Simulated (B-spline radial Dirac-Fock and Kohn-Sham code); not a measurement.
Binding energies of K in different valence configurations

The computed values come from a radial finite-basis atomic code: Dirac-Fock energy differences between relaxed states, corrected for Breit and QED terms. No correlation.

Reference: the tabulated ground configuration [Ar] 4s1, with 1s 3614.0 eV, 2s 386.1 eV, 2p1/2 303.1 eV, 2p3/2 300.3 eV, 3p1/2 23.97 eV, 3p3/2 23.70 eV, Kα1 3313.7 eV, Kβ1 3590.3 eV.

Shifts from the reference in eV.

```
configuration  average energy     1s     2s  2p1/2  2p3/2  3p1/2  3p3/2    Kα1    Kβ1
     [Ar] 3d1           +2.44  -0.72  -1.47  -1.38  -1.38  -0.56  -0.54  +0.66  -0.18
     [Ar] 4p1           +1.42  +1.38  +1.36  +1.37  +1.37  +1.32  +1.32  +0.01  +0.06
```
